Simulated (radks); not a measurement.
Te I, configuration [Kr] 4d10 5s2 5p4. Method: scalar-relativistic Kohn-Sham, LDA (Slater exchange, Perdew-Wang correlation), spin-polarised, spherical densities, finite nucleus; open shells are filled with parallel spins first (spin-orbit coupling, left out, can overturn this in heavy ions); Fermi nuclear charge, rms radius 4.7423 fm; hard spherical wall at 4 bohr; computed with a radial shooting solver on a logarithmic mesh with Libxc functionals.

Normalised radial functions P(r) = r R(r), r in bohr:

```
   r/bohr * 4d down, o 5d down (the largest magnitude, 1.1, reaches the edge; | marks zero, & curves that meet)
 0.003184                             &
 0.004146                             &
 0.005398                             &
 0.007029                             &
 0.009153                             &
  0.01192                             &
  0.01552                             &
  0.02021                             &
  0.02631                             o*
  0.03426                             o*
  0.04461                             |o*
  0.05809                             |o *
  0.07564                             | o   *
   0.0985                             |  o    *
   0.1283                             |    o      *
    0.167                             |     o       *
   0.2175                             |     o       *
   0.2854                             |  o     *
   0.3717                            &|
    0.484                *      o     |
   0.6302      *             o        |
   0.8206  *                 o        |
    1.069      *                  o   |
    1.391             *               |   o
    1.812                    *        |            o
    2.359                         *   |                  o
    3.072                            *|                o
        4                             &
```

4d down: eigenvalue -34.380 eV, 1 radial node at r = 0.364 bohr, <r> = 0.978 bohr, 90 % of the charge inside 1.50 bohr. 5d down (empty): eigenvalue 17.601 eV, 2 radial nodes at r = 0.356, 1.22 bohr, <r> = 2.43 bohr, 90 % of the charge inside 3.23 bohr.
